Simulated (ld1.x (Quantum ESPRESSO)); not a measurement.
In, TM: configuration errors across variants

- Element: indium (In)
- Generator: ld1.x (Quantum ESPRESSO) 7.5
- Type: norm-conserving Troullier–Martins (Kleinman–Bylander form)
- Functional: LDA (PZ)
- Relativity: scalar-relativistic
- Frozen core: [Kr]
- Valence charge: 13
- Reference configuration: 4d10 5s2 5p0 (charge +1)
- Partial waves: 5s (bound): rc 1.90 bohr; 5p (bound, empty): rc 2.60 bohr; 4d (bound): rc 1.25 bohr; 4f channel at -0.15 Ry: rc 2.80 bohr
- Local potential: all-electron potential smoothed inside 1.90 bohr (lloc = -2)
- Core correction: none

All-electron excitation energies from the reference (eV): (1) 4d10 5s2 5p1 -5.595; (2) 4d10 5s1 5p0 19.661; (3) 4d10 5s0 5p0 48.401; (4) 4d10 5s1 5p2 0.344; (5) 4d9 5s2 5p2 12.606; (6) 4d9 5s0 5p0 105.012; (7) 4d10 5s0 5p3 6.568; (8) 4d10 5s2 5p1 spin -5.711; (9) 4d10 5s1 5p0 spin 19.437.

Spin tests fill each open shell by Hund’s rule, majority spin first.

Errors AE − PS in meV (a dash: test not solved or not reliable):

| change | (1) | (2) | (3) | (4) | (5) | (6) | (7) | (8) | (9) | bound ghosts |
| --- | --- | --- | --- | --- | --- | --- | --- | --- | --- | --- |
| base | +2.5 | +2.2 | +9.0 | -0.7 | -195 | -0.2 | -3.4 | +4.0 | +10 | none |
| wave 4d (bound): rc 1.25 bohr becomes 4d (bound): rc 0.84 bohr | +2.6 | +2.1 | +8.4 | -0.7 | -193 | – | -3.5 | +4.0 | +10 | none |
| wave 4d (bound): rc 1.25 bohr becomes 4d (bound): rc 0.96 bohr | +2.5 | +2.2 | +8.7 | -0.7 | -195 | +1.4 | -3.4 | +4.0 | +10 | none |
| wave 4d (bound): rc 1.25 bohr becomes 4d (bound): rc 1.02 bohr | +2.5 | +2.2 | +8.8 | -0.7 | -195 | +0.7 | -3.4 | +4.0 | +10 | none |
| wave 4d (bound): rc 1.25 bohr becomes 4d (bound): rc 1.26 bohr | +2.5 | +2.2 | +9.0 | -0.7 | -195 | -0.2 | -3.4 | +4.0 | +10 | none |
| wave 4d (bound): rc 1.25 bohr becomes 4d (bound): rc 1.40 bohr | +2.5 | +2.3 | +9.3 | -0.7 | -193 | -0.3 | -3.4 | +4.0 | +10 | none |
| wave 4d (bound): rc 1.25 bohr becomes 4d (bound): rc 1.56 bohr | +2.5 | +2.4 | +10 | -0.7 | -189 | -0.4 | -3.4 | +4.0 | +11 | none |
| wave 4d (bound): rc 1.25 bohr becomes 4d (bound): rc 1.66 bohr | +2.6 | +2.7 | +11 | -0.7 | -183 | -0.5 | -3.3 | +4.0 | +11 | none |
| wave 4d (bound): rc 1.25 bohr becomes 4d (bound): rc 1.78 bohr | +2.6 | +2.9 | +12 | -0.7 | -171 | 0.0 | -3.3 | +4.1 | +11 | none |
| wave 4d (bound): rc 1.25 bohr becomes 4d (bound): rc 1.88 bohr | +2.7 | +3.1 | +13 | -0.8 | -160 | +0.9 | -3.5 | +4.1 | +11 | none |

(1) Give the same row for: wave 4d (bound): rc 1.25 bohr becomes 4d (bound): rc 1.16 bohr.

Results:

(1) +2.6, +2.2, +8.9, -0.7, -195, -0.1, -3.4, +4.0, +10; bound ghosts: none.
